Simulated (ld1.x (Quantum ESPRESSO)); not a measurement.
# Before and after: TM potential for aluminium

- Element: Al
- Generator: ld1.x (Quantum ESPRESSO) 7.5
- Type: norm-conserving Troullier–Martins (Kleinman–Bylander form)
- Functional: PBE
- Relativity: scalar-relativistic
- Frozen core: [Ne]
- Valence charge: 3
- Reference configuration: 3s1.75 3p1.25
- Partial waves: 3s (bound): rc 1.40 bohr; 3p (bound): rc 1.65 bohr; 3d channel at -0.1 Ry: rc 1.55 bohr
- Local potential: all-electron potential smoothed inside 1.10 bohr (lloc = -1)
- Core correction: Bessel-smoothed model core inside 1.25 bohr

All-electron outer shells of the reference configuration (PBE, scalar-relativistic, ld1.x):

| shell | level (eV) | outermost node (bohr) | outermost maximum (bohr) |
| --- | --- | --- | --- |
| 2s | -108.64 | 0.16 | 0.50 |
| 2p | -70.11 | – | 0.43 |
| 3s | -7.97 | 0.80 | 2.09 |
| 3p | -2.88 | 0.82 | 2.61 |

Change: local potential all-electron potential smoothed inside 1.64 bohr (lloc = -1).

Cutoffs: the cutoffs (Ry, on a coarse ladder) from which the occupation-weighted sum of valence levels, in a spherical-Bessel basis at the reference potential, stays within 10 and 1 mRy of its value at 400 Ry; they do not see the model core or the augmentation charge, which bear on the density cutoff. Errors are all-electron minus pseudo energies relative to the spin-unpolarised reference configuration.

Task: Predict the effect on cutoff, ghosts and configuration errors.

Result: The potential gets neither clearly harder nor softer (35 Ry and 70 Ry → 35 Ry and 70 Ry); the bound ghost in s disappears; of the 7 tests that both files solve, the error grows in 1 and shrinks in 5 by more than 15 % and 0.3 meV (median size 2.4 → 1.6 meV). In the separable form a ghost depends on how the local part lies against the semilocal potential of the channel, so the choice of the local part can create or remove one.

```csv
quantity,base,changed
"cutoff, loose",35 Ry,35 Ry
"cutoff, tight",70 Ry,70 Ry
loose cutoff by channel (10 mRy a level),"s 12 Ry, p 6 Ry","s 30 Ry, p 6 Ry"
bound ghosts,s,none
"error for 3s2 3p1, meV [ΔE -1.27 eV]",+0.4,0.0
"error for 3s2 3p0, meV [ΔE 4.49 eV]",+5.3,+1.6
"error for 3s1 3p0, meV [ΔE 23.72 eV]",+114,+21
"error for 3s0 3p3, meV [ΔE 9.18 eV]",-2.4,-3.8
"error for 3s2 3p0.5, meV [ΔE 0.82 eV]",+0.1,-0.1
"error for 3s1 3p1, meV [ΔE 10.30 eV]",+20,+5.5
"error for 3s1 3p2, meV [ΔE 3.87 eV]",+1.8,-0.4
s: phases at 1.81 bohr within 0.05 rad from the reference energy up to (Ry; the scan ends near 5),-0.3,0.3
p: phases at 1.81 bohr within 0.05 rad from the reference energy up to (Ry; the scan ends near 5),0.6,0.7
d: phases at 1.81 bohr within 0.05 rad from the reference energy up to (Ry; the scan ends near 5),to the end of the scan,to the end of the scan
```

 A true bound ghost makes a file unfit for plane-wave use even where its test errors are small: the radial tests pick states by their node count and pass the ghost by.
